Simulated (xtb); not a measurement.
Cl3H3HfOSi, SMILES [SiH3][O][Hf]([Cl])([Cl])[Cl], multiplicity 1. All values are semi-empirical tight-binding results from xtb (GFN2-xTB unless named), good for trends rather than for accurate numbers. Geometry: GFN2-xTB. The multiplicity is an assumed one; other spin states were not compared. The isomer is the one that the SMILES or the coordinates give; other isomers of the formula were not compared. Other conformers were not sampled.

Optimised geometry:

Bond lengths (Å): Hf1–Cl2 2.255, Hf1–Cl3 2.248, Hf1–Cl4 2.248, Hf1–O5 1.858, Hf1–Si6 3.058, O5–Si6 1.625, Si6–H7 1.487, Si6–H8 1.460, Si6–H9 1.467. Angles (°): Cl2–Hf1–Cl3 104.9, Cl2–Hf1–Cl4 106.3, Cl2–Hf1–O5 122.5, Cl2–Hf1–Si6 148.6, Cl3–Hf1–Cl4 108.9, Cl3–Hf1–O5 107.9, Cl3–Hf1–Si6 96.2, Cl4–Hf1–O5 105.9, Cl4–Hf1–Si6 88.0, O5–Hf1–Si6 26.6, Hf1–O5–Si6 122.7, Hf1–Si6–O5 30.8, Hf1–Si6–H7 79.5, Hf1–Si6–H8 129.9, Hf1–Si6–H9 107.2, O5–Si6–H7 107.4, O5–Si6–H8 105.8, O5–Si6–H9 108.0, H7–Si6–H8 112.1, H7–Si6–H9 110.9, H8–Si6–H9 112.4.
Charge 0, spin multiplicity 1.

For metal compounds this method's bond lengths and energies can be far off.

### Question
Estimate the properties. (Estimate from the structure and the level; the computed values follow.)

### Answer

- orbital gap = 3.03 eV
- zero-point energy = 18.4 kcal/mol
- G − E(el) at 298.15 K (modified RRHO) = -7.0 kcal/mol

Computed atomic charges and the Wiberg bond orders between heavy atoms:
charges (e) Hf1 1.10, Cl2 -0.29, Cl3 -0.30, Cl4 -0.30, O5 -0.56, Si6 0.53, H7 -0.06, H8 -0.06, H9 -0.06. Bond orders Hf1–Cl2 0.97, Hf1–Cl3 0.97, Hf1–Cl4 0.98, Hf1–O5 0.88, O5–Si6 1.09.
